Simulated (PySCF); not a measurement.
A GIAO shielding run with PySCF (density fitting, non-relativistic, gas phase) on `c1(O)ccc([Si@@H]2CCS2)s1`, C₆H₈OS₂Si:

```
$ OMP_NUM_THREADS=1 python probes_run.py task.json out

{"job": {"kind": "nmr", "xc": "PBE0", "basis": "pcSseg-1"}, "charge": 0, "multiplicity": 1}
O      4.439341     0.440172     0.256100
C      3.146229     0.087149     0.154709
C      2.548731    -0.964687     0.781702
C      1.179788    -1.065348     0.466110
C      0.723850    -0.104600    -0.387687
Si    -0.967790     0.154321    -1.112102
C     -2.308707     1.028668    -0.075642
C     -3.295116    -0.141343    -0.083728
S     -2.293589    -1.514095    -0.784808
S      2.020992     0.969166    -0.836350
H      4.630765     1.213912    -0.286121
H      3.077317    -1.632534     1.435349
H      0.537539    -1.836389     0.852647
H     -0.916669     0.580504    -2.510473
H     -1.991350     1.264824     0.939149
H     -2.737044     1.932243    -0.503874
H     -3.658686    -0.430720     0.899629
H     -4.144361     0.025075    -0.742898
```

Hardware: 1 thread of an Arm Neoverse V2, shared host. The job also computes population analyses, field gradients, ring-centre shieldings.

Problem. How large is the calculation?

Solution. 98 electrons, 231 basis functions and 1266 auxiliary functions.

Problem. How long does it take, and how much memory does it need?

Solution. 58 s of wall time, with 14 SCF cycles and 5 response iterations; peak memory 1.1 GiB. Times on a shared host scatter by some tens of per cent.
